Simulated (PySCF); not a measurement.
TiSF2: from structure and modes to constants

Level of theory: PBE0/[Ti def2-SVP, S def2-SVP, F def2-SVP], no relativity, density fitting, PySCF.

The singlet minimum has Cs symmetry. Masses (u): Ti 47.94795, S 31.97207, F 18.99840.

```xyz
4
charge 0 multiplicity 1, angstrom
Ti    0.0152   -0.3329    0.0000
S     0.6688    1.6098    0.0000
F    -0.5868   -0.9348   -1.5313
F    -0.5868   -0.9348    1.5313
```

Harmonic wavenumbers (cm⁻¹): 76.6 (a', ×1), 200.5 (a'', ×1), 209.7 (a', ×1), 609.4 (a', ×1), 753.0 (a', ×1), 824.5 (a'', ×1).

Problem. Find the principal moments of inertia and the rotational constants. What kind of rotor is it?

Solution. About the centre of mass I = 91.123, 148.77, 235.84 u Å². With B = 16.8576/I this gives 0.185, 0.1133, 0.07148 cm⁻¹. The molecule is an asymmetric top with κ = -0.26.

Problem. What is the harmonic zero-point energy?

Solution. Half the sum of all 6 wavenumbers, 2674/2 = 1337 cm⁻¹, which is 16.0 kJ/mol (1 cm⁻¹ = 0.0119627 kJ/mol).

Problem. Find the vibrational entropy and heat capacity at 298.15 K.

Solution. With u = 1.43878 ω/T, each mode gives S = R[u/(eᵘ−1) − ln(1−e⁻ᵘ)] and C = R u² eᵘ/(eᵘ−1)².
```csv
ω (cm⁻¹),u,S (J/(mol K)),C (J/(mol K))
76.6,0.369,16.64,8.22
200.5,0.968,8.91,7.70
209.7,1.012,8.56,7.64
609.4,2.941,1.81,4.23
753.0,3.634,1.04,3.06
824.5,3.979,0.79,2.56
```
The sums over all modes are S = 37.8 and C = 33.4 J/(mol K); the softest mode gives 44 % of the entropy.

Problem. Give the standard entropy (298.15 K, 1 bar) by its translational, rotational, vibrational and spin parts, and Cp.

Solution. Sackur–Tetrode with M = 117.92 u gives 168.3; rotation with symmetry number 1 gives 110.8; vibration 37.8; spin R ln 1 = 0.0. The total is 316.9 J/(mol K), and Cp = 4 R + 33.4 = 66.7 J/(mol K).

Stability towards spin polarisation was not tested. Only a few start shapes were tried, so a lower isomer may exist.
